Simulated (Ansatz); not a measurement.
Program: Ansatz. Geometries: PBE0-D4/def2-TZVP. ΔE: electronic, gas phase. CCSD(T)/CBS is the MP2 limit (def2-TZVPP, def2-QZVPP) plus CCSD(T) − MP2 in def2-TZVPP, frozen cores. Functionals use def2-TZVPP. B3LYP here is the variant with VWN-RPA as its local correlation; programs differ in this. def2 core potentials past Kr. For Sn outer-core shells are correlated without core-valence functions, which leaves a few kJ/mol of doubt a bond. Each species was taken in one conformer, which may not be the lowest.

Reaction (ligand exchange at the Si–C bond): `C[SiH2]C[SiH2]Cl` + `[NH2][SnH3]` → `C[SiH2][NH][SnH3]` + `C[SiH2]Cl`

```csv
species,B3LYP energy (Eh)
`C[SiH2]C[SiH2]Cl`,-1121.01636
`[NH2][SnH3]`,-272.14182
`C[SiH2][NH][SnH3]`,-602.23316
`C[SiH2]Cl`,-790.94646
```

Task: Work out ΔE.

Result: ΔE = (-602.23316) + (-790.94646) − (-1121.01636) − (-272.14182) = -0.02144 Eh = -56.3 kJ/mol. CCSD(T)/CBS gives -59.5 kJ/mol.

Largest T1 diagnostic among the species: 0.013.

In def2-TZVPP, CCSD(T) changes the Hartree–Fock value by +10.1 kJ/mol (the triples alone add +1.6 kJ/mol) and MP2 by +8.3 kJ/mol. From PBE to PBE0 (25 % exact exchange), in def2-TZVPP and without D4, ΔE moves by −4.1 kJ/mol.
